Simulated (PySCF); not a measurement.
Isomers of C5H6N2. Level of theory: TDDFT PBE0/def2-SVPD, vertical, gas phase, core orbitals frozen in the response in PySCF. Geometries: GFN2-xTB; one conformer of each isolated species. Triplets are in the Tamm–Dancoff approximation.

A. `Cc1cncnc1`
B. `n1ccc(C)cn1`
C. `N#C[C@H]1CC=NC1`

Lowest singlet levels (six at most, fewer where fewer were computed) with oscillator strengths:

1. 3.50 eV (f 0.004); 3.92 eV (f 0.000); 5.78 eV (f 0.018); 5.87 eV (f 0.000); 6.16 eV (f 0.005); 6.31 eV (f 0.005); T1 2.72 eV
2. 5.49 eV (f 0.002); 6.94 eV (f 0.004); 7.52 eV (f 0.135); 7.59 eV (f 0.012); 7.70 eV (f 0.005); 7.80 eV (f 0.064); T1 4.61 eV
3. 4.28 eV (f 0.005); 4.74 eV (f 0.000); 5.69 eV (f 0.045); 5.72 eV (f 0.005); 6.11 eV (f 0.005); 6.52 eV (f 0.136); T1 3.75 eV

**Question.** Match each spectrum to its molecule.

**Answer.** 1 = B, 2 = C, 3 = A.
- A: S1 at 4.28 eV, HOMO→LUMO (100%); Löwdin shares by element: HOMO nitrogen 68%, carbon 13% or more (atoms not listed hold the other 18%); LUMO carbon 43% or more, nitrogen 36% (atoms not listed hold the other 21%); HOMO -7.29 and LUMO -1.24 eV; point group Cs, 1 of its 6 listed states under f = 0.0005.
- B: S1 at 3.50 eV, HOMO→LUMO (99%); Löwdin shares by element: HOMO nitrogen 78%, carbon 16% or more; LUMO nitrogen 40%, carbon 39% or more (atoms not listed hold the other 22%); HOMO -6.51 and LUMO -1.31 eV.
- C: S1 at 5.49 eV, HOMO→LUMO (98%); Löwdin shares by element: HOMO nitrogen 57% or more, carbon 25% or more (atoms not listed hold the other 18%); LUMO carbon 44% or more, nitrogen 36% or more, hydrogen 6% or more; HOMO -7.98 and LUMO -0.51 eV.
